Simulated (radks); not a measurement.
The numbers below are computed, except where a source is named.
Neutral terbium inside a hard spherical wall (all orbitals vanish at R), configuration held at [Xe] 4f9 6s2 and not refilled when levels cross. Level of theory: scalar-relativistic Kohn-Sham, PBE, spin-unpolarised, spherical densities, finite nucleus; Fermi nuclear charge, rms radius 5.06 fm (a radial shooting solver on a logarithmic mesh with Libxc functionals). Eigenvalues in eV, with the zero of energy where the potential of the charges vanishes at infinity; a dash marks a level that is unbound or too diffuse for the functional's potential to be trusted. A positive occupied level is held by the wall or, in an anion where self-interaction has pushed it up, behind a barrier. The pressure on the wall is -dE/dV.

| R (bohr) | E (hartree) | kinetic (hartree) | e(5s) | e(5p) | e(6s) | e(4f) | e(5d, empty) | e(6p, empty) | pressure (GPa) |
|---|---|---|---|---|---|---|---|---|---|
| free | -11708.0182 | 12599.280 | -47.476 | -24.833 | -3.705 | -3.033 | -1.302 | -1.173 | 0 |
| 20 | -11708.0182 | 12599.280 | -47.476 | -24.833 | -3.705 | -3.033 | -1.302 | -1.172 | < 0.0001 |
| 12 | -11708.0178 | 12599.284 | -47.439 | -24.796 | -3.677 | -2.997 | -1.262 | -1.061 | 0.00643 |
| 10 | -11708.0154 | 12599.304 | -47.300 | -24.659 | -3.566 | -2.861 | -1.127 | -0.792 | 0.0620 |
| 7 | -11707.9729 | 12599.535 | -46.174 | -23.556 | -2.404 | -1.753 | -0.018 | 1.305 | 1.99 |
| 6 | -11707.9036 | 12599.831 | -45.141 | -22.561 | -0.967 | -0.718 | 1.092 | 3.635 | 7.01 |
| 3.5 | -11706.3237 | 12605.789 | -36.129 | -13.879 | 21.688 | 9.390 | 13.197 | 34.750 | 437 |
| 2.5 | -11699.9301 | 12628.587 | -17.062 | 7.247 | 86.730 | 32.089 | 42.839 | 111.36 | 5480 |
| 2 | -11686.3803 | 12672.267 | 13.935 | 43.734 | 193.26 | 63.410 | 91.031 | 228.68 | 27200 |
